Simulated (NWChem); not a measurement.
TiH₄O₂; SMILES [OH][TiH2][OH]

```xyz
7

Ti     0.0000     0.0000    -0.4098
O      1.5150    -0.0006     0.4740
H      2.0645    -0.0009     1.2660
O     -1.5150     0.0006     0.4740
H     -2.0645     0.0009     1.2660
H     -0.0006    -1.3773    -1.4192
H      0.0006     1.3773    -1.4192
```
Atoms are numbered in this order, from 1.

All runs: NWChem. Pople sets run with spherical d functions. The geometry was optimised at B3LYP/6-31G* (spherical d). B3LYP is NWChem's, with the RPA form of VWN correlation. GIAO values for the isolated, static molecule; σ is the absolute isotropic shielding, δ = σ(reference) − σ with the isolated reference molecule computed at the same levels (1H: tetramethylsilane, 17O: water).

### Question
What does the run give for B3LYP/6-31G*? Quantities: σ Ti1 (ppm); δ O2 (ppm); δ H3 (ppm); δ H6 (ppm).

### Answer
- σ Ti1 (ppm): -690.7
- δ O2 (ppm): 287.6
- δ H3 (ppm): 5.59
- δ H6 (ppm): 6.82
